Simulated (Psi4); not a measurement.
O₂Ti, charge +1, doublet (typed; the unrestricted solution is spin-contaminated), at a GFN2-xTB geometry (such geometries of metal compounds can be far from the true shape) (the multiplicity is a formal guess); Psi4 with WB97X/def2-SVPD.

Input for Psi4:
```
memory 2 GB

molecule mol {
1 2
  Ti    0.301376    0.057665    0.361041
  O     0.504710    0.081928   -1.289394
  O    -1.333495   -0.240506    0.296531
}

set basis def2-svpd
set reference uks

energy('wb97x')
print_variables()
```

### Question
Write the output that Psi4 gives for this input, abridged.

### Answer

```
   => Loading Basis Set <=

    Name: DEF2-SVPD
    Role: ORBITAL
    Keyword: BASIS

         ---------------------------------------------------------
                                   SCF
               by Justin Turney, Rob Parrish, Andy Simmonett
                          and Daniel G. A. Smith
                              UKS Reference
         ---------------------------------------------------------

  ==> Geometry <==

    Molecular point group: cs
    Full point group: Cs

    Geometry (in Angstrom), charge = 1, multiplicity = 2:

       Center              X                  Y                   Z               Mass
    ------------   -----------------  -----------------  -----------------  -----------------
         TI          -0.291623725328     0.343156831158     0.000000000000    47.947941980000
         O           -0.496015089550    -1.307325906765     0.000000000000    15.994914619570
         O            1.370215283462     0.278644965242     0.000000000000    15.994914619570

  Running in cs symmetry.

  Rotational constants: A =      0.69377  B =      0.35142  C =      0.23326 [cm^-1]
  Rotational constants: A =  20798.73902  B =  10535.37894  C =   6993.09926 [MHz]
  Nuclear repulsion =  125.831004890161907

  Charge       = 1
  Multiplicity = 2
  Electrons    = 37
  Nalpha       = 19
  Nbeta        = 18

  ==> Algorithm <==

  SCF Algorithm Type is DF.
  DIIS enabled.
  MOM disabled.
  Fractional occupation disabled.
  Guess Type is SAD.
  Energy threshold   = 1.00e-06
  Density threshold  = 1.00e-06
  Integral threshold = 1.00e-12

  ==> Primary Basis <==

  Basis Set: DEF2-SVPD
    Blend: DEF2-SVPD
    Number of shells: 30
    Number of basis functions: 80
    Number of Cartesian functions: 89
    Spherical Harmonics?: true
    Max angular momentum: 3

  ==> DFT Potential <==

   => LibXC <=

    Version 7.1.2
    S. Lehtola, C. Steigemann, M. J. T. Oliveira, and M. A. L. Marques,  SoftwareX 7, 1–5 (2018) (10.1016/j.softx.2017.11.002)

   => Composite Functional: WB97X <=

    wB97X Hyb-GGA Exchange-Correlation Functional

    J.-D. Chai and M. Head-Gordon,  J. Chem. Phys. 128, 084106 (2008) (10.1063/1.2834918)

    Deriv               =              1
    GGA                 =           TRUE
    Meta                =          FALSE

    Exchange Hybrid     =           TRUE
    MP2 Hybrid          =          FALSE

   => Exchange-Correlation Functionals <=

    1.0000   wB97X range-separated functional

   => Exact (HF) Exchange <=

    0.8423            HF,LR [omega = 0.3000]
    0.1577               HF

   => LibXC Density Thresholds  <==

    XC_HYB_GGA_XC_WB97X:  1.00E-14

   => Molecular Quadrature <=

    Radial Scheme          =       TREUTLER
    Pruning Scheme         =           NONE
    Nuclear Scheme         =       TREUTLER

    Blocking Scheme        =         OCTREE
    BS radius alpha        =              1
    Pruning alpha          =              1
    Radial Points          =             75
    Spherical Points       =            302
    Total Points           =          66353
    Total Blocks           =            579
    Max Points             =            256
    Max Functions          =             79
    Weights Tolerance      =       1.00E-15

   => Loading Basis Set <=

    Name: (DEF2-SVPD AUX)
    Role: JKFIT
    Keyword: DF_BASIS_SCF

  ==> Integral Setup <==

  SCF_SUBTYPE=INCORE selected. In-core MEM_DF algorithm will be used.
  Using in-core AOs.

  ==> MemDFJK: Density-Fitted J/K Matrices <==

    J tasked:                   Yes
    K tasked:                   Yes
    wK tasked:                  Yes
    Omega:                3.000E-01
    Algorithm:                 Core
    Schwarz Cutoff:           1E-12
    Mask sparsity (%):       0.2188
    Fitting Condition:        1E-10

   => Auxiliary Basis Set <=

  Basis Set: (DEF2-SVPD AUX)
    Blend: DEF2-UNIVERSAL-JKFIT
    Number of shells: 108
    Number of basis functions: 418
    Number of Cartesian functions: 563
[...]

                           Total Energy        Delta E     RMS |[F,P]|

   @DF-UKS iter SAD:  -998.25121509292774   -9.98251e+02   0.00000e+00
   @DF-UKS iter   1:  -998.65627844703022   -4.05063e-01   1.86658e-02 DIIS/ADIIS
   @DF-UKS iter   2:  -984.97630994900396    1.36800e+01   9.72608e-02 DIIS/ADIIS
   @DF-UKS iter   3:  -997.87696054274181   -1.29007e+01   3.57569e-02 DIIS/ADIIS
   @DF-UKS iter   4:  -999.15072991049954   -1.27377e+00   1.17589e-02 DIIS/ADIIS
   @DF-UKS iter   5:  -999.32457052770258   -1.73841e-01   4.62985e-04 DIIS/ADIIS
   @DF-UKS iter   6:  -999.32532002255584   -7.49495e-04   3.26427e-04 DIIS/ADIIS
   @DF-UKS iter   7:  -999.32586689794744   -5.46875e-04   1.16141e-04 DIIS/ADIIS
   @DF-UKS iter   8:  -999.32611033739590   -2.43439e-04   5.36901e-05 DIIS
   @DF-UKS iter   9:  -999.32615298493226   -4.26475e-05   4.90569e-05 DIIS
   @DF-UKS iter  10:  -999.32616395641878   -1.09715e-05   2.96698e-05 DIIS
   @DF-UKS iter  11:  -999.32617219095107   -8.23453e-06   1.02458e-05 DIIS
   @DF-UKS iter  12:  -999.32617444576738   -2.25482e-06   3.73082e-06 DIIS
   @DF-UKS iter  13:  -999.32617468878152   -2.43014e-07   1.36784e-06 DIIS
   @DF-UKS iter  14:  -999.32617471787364   -2.90921e-08   4.53723e-07 DIIS
  Energy and wave function converged.

  ==> Post-Iterations <==

   Electrons on quadrature grid:
      Nalpha   =   18.9999383788 ; deviation = -6.162e-05
      Nbeta    =   17.9999574648 ; deviation = -4.254e-05
      Ntotal   =   36.9998958436 ; deviation = -1.042e-04

   @Spin Contamination Metric:   1.049497595E-01
   @S^2 Expected:                7.500000000E-01
   @S^2 Observed:                8.549497595E-01
   @S   Expected:                5.000000000E-01
   @S   Observed:                5.000000000E-01

    Orbital Energies [Eh]
    ---------------------

    Alpha Occupied:

[...]
      15Ap    -0.714008

    Alpha Virtual:

[...]
      55Ap     2.966222

    Beta Occupied:

[...]
    Beta Virtual:

[...]
    Final Occupation by Irrep:
             Ap   App
    DOCC [    14,    4 ]
    SOCC [     1,    0 ]
    NA   [    15,    4 ]
    NB   [    14,    4 ]

  @DF-UKS Final Energy:  -999.32617471787364

   => Energetics <=

    Nuclear Repulsion Energy =            125.8310048901619069
    One-Electron Energy =               -1610.7888254187046186
    Two-Electron Energy =                 530.4402543578403311
    DFT Exchange-Correlation Energy =     -44.8086085471712394
    Empirical Dispersion Energy =           0.0000000000000000
    VV10 Nonlocal Energy =                  0.0000000000000000
    Total Energy =                       -999.3261747178736414

  UHF NO Occupations:
  HONO-2 :    4App 1.9959394
  HONO-1 :   14 Ap 1.9574751
  HONO-0 :   15 Ap 1.0000000
  LUNO+0 :   16 Ap 0.0425249
  LUNO+1 :    5App 0.0040606
  LUNO+2 :    6App 0.0029869
  LUNO+3 :   17 Ap 0.0019954

Computation Completed

Properties will be evaluated at   0.000000,   0.000000,   0.000000 [a0]

Properties computed using the SCF density matrix

 Multipole Moments:

 ------------------------------------------------------------------------------------
     Multipole            Electronic (a.u.)      Nuclear  (a.u.)        Total (a.u.)
 ------------------------------------------------------------------------------------

 L = 1.  Multiply by 2.5417464519 to convert [e a0] to [Debye]
 Dipole X            :         -2.7242122            1.0920342           -1.6321780
 Dipole Y            :          3.2056128           -1.2850086            1.9206043
 Dipole Z            :          0.0000000            0.0000000            0.0000000
 Magnitude           :                                                    2.5204614

 ------------------------------------------------------------------------------------

  Variable Map:
  ----------------------------------------------------------------------------
[...]
  Array Variable Map:
  ----------------------------------------------------------------------------
[...]
[...]
```
